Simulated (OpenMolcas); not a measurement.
# Multiconfigurational calculation on Os3+

Os3+ among 6 point charges of -1.7 e arranged as an octahedron (Oh), 2.14 Å from the ion. With inversion symmetry the input lists one of each pair of outer charges.

Input:

```
&GATEWAY
Coord
1

Os 0.0 0.0 0.0
Basis=ANO-RCC-VTZP
Group=XYZ
NoMove
AngMom=0.0 0.0 0.0
AMFI
XField
3 Angstrom 0
2.140000 0.000000 0.000000 -1.700000
0.000000 2.140000 0.000000 -1.700000
0.000000 0.000000 2.140000 -1.700000
&SEWARD
* reference wave functions (RASSCF and RASSI steps not shown): 5 electrons in 5 orbitals (5d)
>>> COPY JOB001 $Project.JobIph
&CASPT2
Multistate=1 1
Frozen=14 16
IPEA=0.25
Imaginary=0.1
MaxIter=60
WThr=0.0 0.3 0.05
PrWF=0.5
NoMix
>>> COPY JOB002 $Project.JobIph
&CASPT2
Multistate=24 1 2 3 4 5 6 7 8 9 10 11 12 13 14 15 16 17 18 19 20 21 22
23 24
NoMult
Frozen=14 16
IPEA=0.25
Imaginary=0.1
MaxIter=60
WThr=0.0 0.3 0.05
PrWF=0.5
NoMix
>>> COPY JOB003 $Project.JobIph
&CASPT2
Multistate=75 1 2 3 4 5 6 7 8 9 10 11 12 13 14 15 16 17 18 19 20 21 22
23 24 25 26 27 28 29 30 31 32 33 34 35 36 37 38 39 40 41 42 43 44 45 46
47 48 49 50 51 52 53 54 55 56 57 58 59 60 61 62 63 64 65 66 67 68 69 70
71 72 73 74 75
NoMult
Frozen=14 16
IPEA=0.25
Imaginary=0.1
MaxIter=60
WThr=0.0 0.3 0.05
PrWF=0.5
NoMix
```

Launched by
```bash
OMP_NUM_THREADS=1 MOLCAS_MEM=1689 MOLCAS_PROJECT=a pymolcas a.inp > a.log  # once for each step of the input, in one work folder
```

Output, cut to the results:

```
--- CASPT2 ---
Orbital specifications:
      -----------------------

      Symmetry species                           1   2
                                                ag  au
      Frozen orbitals                           14  16
      Inactive orbitals                          1   3
      Active orbitals                            5   0
      Secondary orbitals                        31  34
      Deleted orbitals                           0   0
      Number of basis functions                 51  53
Type of calculation                        SS-CASPT2
      Fock operator                              state-specific
      IPEA shift                                 0.25
      Real shift                                 0.00
      Imaginary shift                            0.10
      The input orbitals will be transformed to quasi-canonical
Reference energy:      -17243.4181216256
      E2 (Non-variational):      -0.3013613605
      Shift correction:          -0.0001057652
      E2 (Variational):          -0.3014671257
      Total energy:          -17243.7195887512
      Residual norm:              0.0000001667
      Reference weight:           0.95293
      Contributions to the CASPT2 correlation energy
      Active & Virtual Only:         -0.0507886674
      One Inactive Excited:          -0.1531346383
      Two Inactive Excited:          -0.0974380548
::    CASPT2 Root  1     Total energy: -17243.71958875
--- CASPT2 ---
Orbital specifications:
      -----------------------

      Symmetry species                           1   2
                                                ag  au
      Frozen orbitals                           14  16
      Inactive orbitals                          1   3
      Active orbitals                            5   0
      Secondary orbitals                        31  34
      Deleted orbitals                           0   0
      Number of basis functions                 51  53
Type of calculation                        SS-CASPT2
      Fock operator                              state-specific
      IPEA shift                                 0.25
      Real shift                                 0.00
      Imaginary shift                            0.10
      The input orbitals will be transformed to quasi-canonical
Reference energy:      -17243.3290476254
      E2 (Non-variational):      -0.3162012903
      Shift correction:          -0.0001856023
      E2 (Variational):          -0.3163868927
      Total energy:          -17243.6454345181
      Residual norm:              0.0000002482
      Reference weight:           0.94683
      Contributions to the CASPT2 correlation energy
      Active & Virtual Only:         -0.0656462363
      One Inactive Excited:          -0.1498174979
      Two Inactive Excited:          -0.1007375561
Reference energy:      -17243.3290476254
      E2 (Non-variational):      -0.3163110891
      Shift correction:          -0.0001867218
      E2 (Variational):          -0.3164978109
      Total energy:          -17243.6455454363
      Residual norm:              0.0000002454
      Reference weight:           0.94675
      Contributions to the CASPT2 correlation energy
      Active & Virtual Only:         -0.0657255164
      One Inactive Excited:          -0.1498343609
      Two Inactive Excited:          -0.1007512118
::    CASPT2 Root  1     Total energy: -17243.64543452
::    CASPT2 Root  2     Total energy: -17243.64554544
::    CASPT2 Root  3     Total energy: -17243.64588683
::    CASPT2 Root  4     Total energy: -17243.63089641
::    CASPT2 Root  5     Total energy: -17243.63091155
::    CASPT2 Root  6     Total energy: -17243.63089924
::    CASPT2 Root  7     Total energy: -17243.61938176
::    CASPT2 Root  8     Total energy: -17243.61938715
::    CASPT2 Root  9     Total energy: -17243.61678186
::    CASPT2 Root 10     Total energy: -17243.61098038
::    CASPT2 Root 11     Total energy: -17243.61106314
::    CASPT2 Root 12     Total energy: -17243.61115767
::    CASPT2 Root 13     Total energy: -17243.60038386
::    CASPT2 Root 14     Total energy: -17243.60043032
::    CASPT2 Root 15     Total energy: -17243.57834908
::    CASPT2 Root 16     Total energy: -17243.57859573
::    CASPT2 Root 17     Total energy: -17243.57841013
::    CASPT2 Root 18     Total energy: -17243.54848088
::    CASPT2 Root 19     Total energy: -17243.54877579
::    CASPT2 Root 20     Total energy: -17243.54881956
::    CASPT2 Root 21     Total energy: -17243.55022874
::    CASPT2 Root 22     Total energy: -17243.52895430
::    CASPT2 Root 23     Total energy: -17243.52869987
::    CASPT2 Root 24     Total energy: -17243.52880037
--- CASPT2 ---
Orbital specifications:
      -----------------------

      Symmetry species                           1   2
                                                ag  au
      Frozen orbitals                           14  16
      Inactive orbitals                          1   3
      Active orbitals                            5   0
      Secondary orbitals                        31  34
      Deleted orbitals                           0   0
      Number of basis functions                 51  53
Type of calculation                        SS-CASPT2
      Fock operator                              state-specific
      IPEA shift                                 0.25
      Real shift                                 0.00
      Imaginary shift                            0.10
      The input orbitals will be transformed to quasi-canonical
Reference energy:      -17243.2996250069
      E2 (Non-variational):      -0.3196549923
      Shift correction:          -0.0001459195
      E2 (Variational):          -0.3198009118
      Total energy:          -17243.6194259187
      Residual norm:              0.0000007632
      Reference weight:           0.94726
      Contributions to the CASPT2 correlation energy
      Active & Virtual Only:         -0.0697896947
      One Inactive Excited:          -0.1489672843
...
```

Spin-orbit levels above the lowest (labels of O, the rotations of Oh), with the averaged single-state CASPT2 energies on the diagonal:

```
E (cm-1)  Degeneracy  Label      2S+1               g
       0           2     Γ7  6 (83 %)  3.20 3.20 3.20
     150           4     Γ8  6 (86 %)                
   11400           2     Γ7  2 (47 %)  2.24 2.24 2.24
   15270           4     Γ8  4 (77 %)                
   16550           4     Γ8  4 (79 %)                
   17910           2     Γ6         4  1.54 1.54 1.54
   18260           2     Γ7  4 (87 %)  2.22 2.22 2.22
   18690           4     Γ8  4 (85 %)                
   20600           4     Γ8  4 (71 %)                
   20660           2     Γ6         4  3.33 3.33 3.33
   21200           4     Γ8  4 (79 %)                
   21530           2     Γ7  4 (71 %)  2.74 2.74 2.74
   22210           2     Γ6  4 (81 %)  0.84 0.84 0.84
   22970           4     Γ8  4 (87 %)                
   23270           4     Γ8  4 (82 %)                
   24130           2     Γ7  4 (53 %)  1.72 1.72 1.72
   24240           4     Γ8  4 (74 %)                
   24900           2     Γ6         4  2.81 2.81 2.81
   26380           4     Γ8  4 (90 %)                
   26720           2     Γ7  4 (75 %)  0.25 0.25 0.25
```

Roots that are degenerate in the reference are averaged as groups; the widest CASPT2 spread within a group is 100 cm-1 (the 3-fold group of multiplicity 2 near 53100 cm-1 above the lowest state of its run). Shifts and gaps below about the spread of the groups concerned are not significant. Point charges give a weaker field than real ligands, and real ions of this kind are as a rule low spin; the high spin found here belongs to the model. This field is weak: 10Dq is about 8178 cm-1, while octahedral complexes of 5d ions of charge 3 and more, computed by the same method with explicit ligands, had a median near 35000 cm-1. Ground spin and moment need not be those of a real site. Free-ion shares, where given, are those of the reference states; single-state CASPT2 does not remix them. Point charges carry no covalency, so the field is a model and not that of real ligands. No measured value stands beside these numbers.

The CASPT2 steps took 35 s on 1 thread of Arm Neoverse V1, with other jobs on the host; the integral step is not counted.
